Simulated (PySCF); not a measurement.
PySCF input (TPSSh/def2-TZVPD):

```python
from pyscf import gto, scf, dft

mol = gto.M(
    atom='''
    B    -0.14803781    0.69147789   -0.31457610
    Cl    0.99304335   -0.55184561    0.08917547
    C    -1.66368058    0.66810897   -0.00803348
    H    -2.11310286    1.66099964    0.01463259
    H    -1.90022710    0.13529247    0.91845667
    H    -2.14613456    0.11903998   -0.82799080
    ''',
    basis='def2-tzvpd',
    charge=0,
    spin=1,
    verbose=4,
)

mf = dft.UKS(mol, xc='tpssh').density_fit(auxbasis='def2-universal-jkfit')
mf.grids.level = 3
mf.conv_tol = 1e-9
mf.max_cycle = 100
mf.max_memory = 1500
mf.kernel()
if not mf.converged:
    mf = mf.newton()
    mf.kernel(mf.make_rdm1())
for _ in range(2):
    mo, _, stable, _ = mf.stability(return_status=True)
    if stable:
        break
    mf.kernel(mf.make_rdm1(mo, mf.mo_occ))
mf.analyze()
```

Output:

```
PySCF version 2.14.0

[INPUT] verbose = 4
[INPUT] num. atoms = 6
[INPUT] num. electrons = 31
[INPUT] charge = 0
[INPUT] spin (= nelec alpha-beta = 2S) = 1
[INPUT] symmetry False subgroup None
[INPUT] Mole.unit = angstrom
[INPUT] Symbol           X                Y                Z      unit          X                Y                Z       unit  Magmom
[INPUT]  1 B     -0.148037810000   0.691477890000  -0.314576100000 AA   -0.279750916980   1.306703833292  -0.594462674334 Bohr   0.0
[INPUT]  2 Cl     0.993043350000  -0.551845610000   0.089175470000 AA    1.876579961321  -1.042837065944   0.168517215329 Bohr   0.0
[INPUT]  3 C     -1.663680580000   0.668108970000  -0.008033480000 AA   -3.143900654958   1.262542974665  -0.015181077027 Bohr   0.0
[INPUT]  4 H     -2.113102860000   1.660999640000   0.014632590000 AA   -3.993185678435   3.138834412601   0.027651587593 Bohr   0.0
[INPUT]  5 H     -1.900227100000   0.135292470000   0.918456670000 AA   -3.590908793477   0.255665715016   1.735631563580 Bohr   0.0
[INPUT]  6 H     -2.146134560000   0.119039980000  -0.827990800000 AA   -4.055606544864   0.224952960074  -1.564675845660 Bohr   0.0

nuclear repulsion = 75.8336652603629
number of shells = 57
number of NR pGTOs = 209
number of NR cGTOs = 147
basis = def2-tzvpd
ecp = {}

******** <class 'pyscf.df.df_jk.DFUKS'> ********
method = DFUKS
initial guess = minao
damping factor = 0
level_shift factor = 0
DIIS = <class 'pyscf.scf.diis.CDIIS'>
diis_start_cycle = 1
diis_space = 8
diis_damp = 0
SCF conv_tol = 1e-09
SCF conv_tol_grad = None
SCF max_cycles = 100
direct_scf = False
number electrons alpha = 16  beta = 15
XC library pyscf.dft.libxc version 7.1.2
    S. Lehtola, C. Steigemann, M. J. T. Oliveira, and M. A. L. Marques,  SoftwareX 7, 1–5 (2018)
XC functionals = tpssh
    V. N. Staroverov, G. E. Scuseria, J. Tao, and J. P. Perdew,  J. Chem. Phys. 119, 12129 (2003)
radial grids:
    Treutler-Ahlrichs [JCP 102, 346 (1995); DOI:10.1063/1.469408] (M4) radial grids

becke partition: Becke, JCP 88, 2547 (1988); DOI:10.1063/1.454033
pruning grids: <function nwchem_prune>
grids dens level: 3
symmetrized grids: False
atomic radii adjust function: <function treutler_atomic_radii_adjust>
small_rho_cutoff = 0
Set gradient conv threshold to 3.16228e-05
tot grids = 76472
******** <class 'pyscf.df.df.DF'> ********
auxbasis = def2-universal-jkfit
init E= -525.099123693015
  alpha nocc = 16  HOMO = -0.158916533605709  LUMO = -0.0953515342377393
  beta  nocc = 15  HOMO = -0.370177874827672  LUMO = -0.158916533605705

WARN: HOMO -0.158916533605709 >= LUMO -0.158916533605705
[...]
  beta  nocc = 15  HOMO = -0.320819855579432  LUMO = -0.0723046296214349
  HOMO = -0.189389770012  LUMO = -0.0723046296214  gap/eV = 3.18605
Extra cycle  E= -524.992510075611  delta_E= -1.28e-11  |g|= 3.65e-06  |ddm|= 9.27e-06
converged SCF energy = -524.992510075611  <S^2> = 0.75291281  2S+1 = 2.0029107
uhf_internal: lowest eigs of H = [0.13815207 0.34435225 0.39039776]
<class 'pyscf.df.df_jk.DFUKS'> wavefunction is stable in the internal stability analysis
**** SCF Summaries ****
Total Energy =                        -524.992510075610653
Nuclear Repulsion Energy =              75.833665260362935
One-electron Energy =                 -871.735726026314751
Two-electron Energy =                  270.909550690341177
Two-electron Coulomb Energy =          309.791709230673291
DFT Exchange-Correlation Energy =      -38.882158540332114
HOMO-LUMO gap [eV] =                     3.186048952364357
**** MO energy ****
                             alpha | beta                alpha | beta
MO #1   energy= -101.387330712479  | -101.386654547063  occ= 1 | 1
MO #2   energy= -10.1107610283709  | -10.1095820490563  occ= 1 | 1
MO #3   energy= -9.39010331689613  | -9.38948817839427  occ= 1 | 1
MO #4   energy= -7.13511366362544  | -7.13405424804496  occ= 1 | 1
MO #5   energy= -7.13110455564924  | -7.1309691038531   occ= 1 | 1
MO #6   energy= -7.12963019263228  | -7.12819339913338  occ= 1 | 1
MO #7   energy= -6.75983544705619  | -6.74814398844784  occ= 1 | 1
MO #8   energy= -0.829114536498057 | -0.824709086136608 occ= 1 | 1
MO #9   energy= -0.703562160990163 | -0.699743779247516 occ= 1 | 1
MO #10  energy= -0.472545654334233 | -0.459305358835035 occ= 1 | 1
MO #11  energy= -0.413663800880027 | -0.408170074848613 occ= 1 | 1
MO #12  energy= -0.408969349334994 | -0.403412237962584 occ= 1 | 1
MO #13  energy= -0.378344021153353 | -0.370175732175749 occ= 1 | 1
MO #14  energy= -0.340830297126799 | -0.339467644520136 occ= 1 | 1
MO #15  energy= -0.331783154036164 | -0.320819855579432 occ= 1 | 1
MO #16  energy= -0.189389770011662 | -0.0723046296214349 occ= 1 | 0
MO #17  energy= -0.0718273446136735 | -0.0454882718426859 occ= 0 | 0
MO #18  energy= -7.36748032963419e-05 | 0.00931328635528085 occ= 0 | 0
MO #19  energy= 0.0256241753169611 | 0.0289899225901012 occ= 0 | 0
MO #20  energy= 0.0357665114357296 | 0.0434728894865678 occ= 0 | 0
MO #21  energy= 0.0397977011230644 | 0.0466146334208534 occ= 0 | 0
MO #22  energy= 0.0533430616945407 | 0.058257809587023  occ= 0 | 0
MO #23  energy= 0.0749632035659027 | 0.0802593335372482 occ= 0 | 0
MO #24  energy= 0.0787271717323089 | 0.0833876460630899 occ= 0 | 0
MO #25  energy= 0.0884888067263236 | 0.0939840636401856 occ= 0 | 0
MO #26  energy= 0.0947539907783927 | 0.1003810214406    occ= 0 | 0
MO #27  energy= 0.114212706329567  | 0.124312309855702  occ= 0 | 0
MO #28  energy= 0.125315301862436  | 0.129200869013393  occ= 0 | 0
MO #29  energy= 0.13406291947852   | 0.139187749234204  occ= 0 | 0
MO #30  energy= 0.143413104391097  | 0.149228844828779  occ= 0 | 0
MO #31  energy= 0.164151779478264  | 0.169762699627623  occ= 0 | 0
MO #32  energy= 0.179582667331715  | 0.188680721891465  occ= 0 | 0
MO #33  energy= 0.185976209700934  | 0.202579471191144  occ= 0 | 0
MO #34  energy= 0.207663529711408  | 0.213244321464879  occ= 0 | 0
MO #35  energy= 0.210863169701115  | 0.218336400243225  occ= 0 | 0
MO #36  energy= 0.215360145597874  | 0.222702619723978  occ= 0 | 0
MO #37  energy= 0.223784260395054  | 0.232293975368162  occ= 0 | 0
MO #38  energy= 0.22753209471726   | 0.238667425298687  occ= 0 | 0
MO #39  energy= 0.23732883909244   | 0.244163399771357  occ= 0 | 0
MO #40  energy= 0.246247878972821  | 0.249221095273702  occ= 0 | 0
MO #41  energy= 0.248554840863097  | 0.254735057031277  occ= 0 | 0
MO #42  energy= 0.267977002764117  | 0.275193570567624  occ= 0 | 0
MO #43  energy= 0.276684008783699  | 0.281800075069524  occ= 0 | 0
MO #44  energy= 0.286607151975471  | 0.290863425637894  occ= 0 | 0
MO #45  energy= 0.296311411680979  | 0.3043784045749    occ= 0 | 0
MO #46  energy= 0.305410440344209  | 0.307844196102011  occ= 0 | 0
MO #47  energy= 0.320326453165731  | 0.328134387847562  occ= 0 | 0
MO #48  energy= 0.334483286175794  | 0.339417115510021  occ= 0 | 0
MO #49  energy= 0.349850046268333  | 0.354105400131513  occ= 0 | 0
MO #50  energy= 0.358592835714548  | 0.362447801682897  occ= 0 | 0
MO #51  energy= 0.381713490759069  | 0.38798262058372   occ= 0 | 0
MO #52  energy= 0.389106734510973  | 0.3982664728566    occ= 0 | 0
MO #53  energy= 0.412167833151686  | 0.417580580557401  occ= 0 | 0
MO #54  energy= 0.423781001813175  | 0.432373130738327  occ= 0 | 0
MO #55  energy= 0.431805423431947  | 0.439292542809751  occ= 0 | 0
MO #56  energy= 0.454189882042601  | 0.462368059945919  occ= 0 | 0
MO #57  energy= 0.477100115865735  | 0.485724199439628  occ= 0 | 0
MO #58  energy= 0.506891270073063  | 0.511977381641662  occ= 0 | 0
MO #59  energy= 0.517963061345222  | 0.526179237425259  occ= 0 | 0
MO #60  energy= 0.531931110011867  | 0.541180619408606  occ= 0 | 0
MO #61  energy= 0.553154458471017  | 0.562871416523018  occ= 0 | 0
MO #62  energy= 0.581573203587563  | 0.588590450669021  occ= 0 | 0
MO #63  energy= 0.593428328391569  | 0.602064733481189  occ= 0 | 0
MO #64  energy= 0.611408888044912  | 0.622702279166337  occ= 0 | 0
MO #65  energy= 0.639900940603715  | 0.647777720132001  occ= 0 | 0
MO #66  energy= 0.645491366874029  | 0.653434993784214  occ= 0 | 0
MO #67  energy= 0.666909486110682  | 0.671053485097742  occ= 0 | 0
MO #68  energy= 0.678257707221185  | 0.685674779577741  occ= 0 | 0
MO #69  energy= 0.700317314988561  | 0.705174391945581  occ= 0 | 0
MO #70  energy= 0.72021018051042   | 0.728505423595618  occ= 0 | 0
MO #71  energy= 0.73028604941494   | 0.740717752234426  occ= 0 | 0
MO #72  energy= 0.751357578286095  | 0.760256524428213  occ= 0 | 0
MO #73  energy= 0.761436990943707  | 0.764493959901127  occ= 0 | 0
MO #74  energy= 0.824523972117444  | 0.833214678027137  occ= 0 | 0
MO #75  energy= 0.855130726543248  | 0.868068692943396  occ= 0 | 0
MO #76  energy= 0.893190852035172  | 0.911115862441108  occ= 0 | 0
MO #77  energy= 0.961092716912652  | 0.969994379864158  occ= 0 | 0
MO #78  energy= 0.982218521786357  | 1.00422137951645   occ= 0 | 0
MO #79  energy= 1.06495522280781   | 1.07352900419725   occ= 0 | 0
MO #80  energy= 1.0960740411603    | 1.10277463230602   occ= 0 | 0
MO #81  energy= 1.12979783060921   | 1.14142596990908   occ= 0 | 0
MO #82  energy= 1.16056986648479   | 1.17384055053273   occ= 0 | 0
MO #83  energy= 1.19242601586921   | 1.21155141871497   occ= 0 | 0
MO #84  energy= 1.22095728093648   | 1.23711813081334   occ= 0 | 0
MO #85  energy= 1.31172548796344   | 1.32248461125567   occ= 0 | 0
MO #86  energy= 1.36890303688972   | 1.37823911437441   occ= 0 | 0
MO #87  energy= 1.61135588691601   | 1.61481216748262   occ= 0 | 0
MO #88  energy= 1.65166627373188   | 1.66579238151903   occ= 0 | 0
MO #89  energy= 1.65950648083761   | 1.6719428269323    occ= 0 | 0
MO #90  energy= 1.71613085728572   | 1.7237842584637    occ= 0 | 0
MO #91  energy= 1.75064162909266   | 1.75792342318282   occ= 0 | 0
MO #92  energy= 1.79124435540097   | 1.80487729855084   occ= 0 | 0
MO #93  energy= 1.79807308131468   | 1.81133015478894   occ= 0 | 0
MO #94  energy= 1.81931947373091   | 1.83066728433478   occ= 0 | 0
MO #95  energy= 1.84181955882705   | 1.8522279669188    occ= 0 | 0
MO #96  energy= 1.88520332768032   | 1.89685729803703   occ= 0 | 0
MO #97  energy= 1.90086183287746   | 1.91846889728724   occ= 0 | 0
MO #98  energy= 1.93055342113934   | 1.93606760321605   occ= 0 | 0
MO #99  energy= 1.94911603822781   | 1.9622029349988    occ= 0 | 0
MO #100 energy= 1.96226144737922   | 1.97750990047368   occ= 0 | 0
MO #101 energy= 1.97397744227145   | 1.98508313995028   occ= 0 | 0
MO #102 energy= 1.98315972419371   | 1.99803160821492   occ= 0 | 0
MO #103 energy= 1.99266127604372   | 2.00854460395679   occ= 0 | 0
MO #104 energy= 2.00669643992241   | 2.03855610265876   occ= 0 | 0
[...]
```

It need not be the lowest isomer of its formula.
